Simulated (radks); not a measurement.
These are the eigenvalues of the occupied orbitals of an atom or ion with whole-number occupations (eV). All-electron calculation, Dirac Kohn-Sham, PBE, spin-unpolarised, spherical densities, finite nucleus; Fermi nuclear charge, rms radius of each element as measured or else 0.836 A^(1/3) + 0.57 fm. Program: a radial shooting solver on a logarithmic mesh with Libxc functionals.

orbital  eigenvalue
1s1/2     -20864.93
2s1/2     -2982.500
2p1/2     -2750.805
2p3/2     -2632.551
3s1/2     -525.6465
3p1/2     -436.6010
3p3/2     -416.8272
3d3/2     -259.3265
3d5/2     -255.5258
4s1/2      -80.7824
4p1/2      -54.8061
4p3/2      -51.8651
4d3/2      -14.1973
4d5/2      -13.9029
5s1/2      -11.3699

Which element is it, and in what charge state? The configuration may be excited. Open shells, if any, fill j = l - 1/2 first.

Answer. Z = 43, technetium, charge +1: Tc+ in [Kr] 4d5 5s1. The list shows which subshells hold electrons but not how many an open one holds; the 1s level, -766.77 hartree, gives Z - s = 39.2 by -(Z - s)^2/2, which with screening and relativity narrows Z to a few neighbours, and the depths of the outer levels then fix element, charge and occupations together.
